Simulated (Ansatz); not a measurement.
Basis sets compared for `C=CCCCCCCCCCC`. Total charge 0; singlet. Geometry r2SCAN-D4/def2-SVP. Ansatz on 4 threads of Intel Xeon on a shared host; times are rough, and most runs start from earlier orbitals.

Cartesian coordinates in Å:
```
C -3.3070 -4.3628 3.1190
C -2.9563 -3.1330 3.5115
C -2.3364 -2.0844 2.6396
C -0.9390 -1.6689 3.1215
C -0.3197 -0.5120 2.3367
C -0.0402 -0.8190 0.8668
C 0.6639 0.3193 0.1329
C 0.9388 0.0065 -1.3371
C 1.7294 1.0801 -2.0882
C 1.0023 2.4169 -2.2328
C 1.7919 3.4875 -2.9910
C 2.0783 3.1475 -4.4510
H -3.7456 -5.0834 3.8162
H -3.1714 -4.6899 2.0812
H -3.1064 -2.8509 4.5644
H -2.2948 -2.4502 1.5994
H -2.9834 -1.1846 2.6316
H -0.2707 -2.5489 3.0785
H -1.0013 -1.3906 4.1894
H -0.9809 0.3733 2.4057
H 0.6277 -0.2181 2.8249
H -0.9853 -1.0497 0.3415
H 0.5741 -1.7376 0.7967
H 0.0488 1.2339 0.2189
H 1.6201 0.5504 0.6415
H -0.0223 -0.1700 -1.8576
H 1.4903 -0.9499 -1.3965
H 1.9815 0.6904 -3.0900
H 2.6973 1.2470 -1.5762
H 0.0338 2.2476 -2.7434
H 0.7507 2.8096 -1.2319
H 1.2312 4.4379 -2.9449
H 2.7448 3.6761 -2.4617
H 2.5747 3.9845 -4.9670
H 2.7355 2.2691 -4.5507
H 1.1456 2.9263 -4.9976
```

Binding counts from free atoms (C triplet, H doublet) in the same basis, without a counterpoise term.

```csv
level,functions,energy (Eh),HOMO (eV),LUMO (eV),binding per atom (eV),wall time
PBE-D4/def2-SVP,288,-470.7284,-6.08,-0.48,4.34,9 s
PBE0-D4/def2-SVP,288,-470.8280,-7.24,0.58,4.30,18 s
```

Problem. Estimate the rows for PBE-D4/def2-TZVP (with forces), PBE0-D4/def2-TZVP (with forces).

Solution. 
```csv
level,functions,energy (Eh),HOMO (eV),LUMO (eV),binding per atom (eV),wall time
PBE-D4/def2-TZVP (with forces),516,-471.2325,-6.17,-0.68,4.30,28 s
PBE0-D4/def2-TZVP (with forces),516,-471.3193,-7.28,0.36,4.26,75 s
```
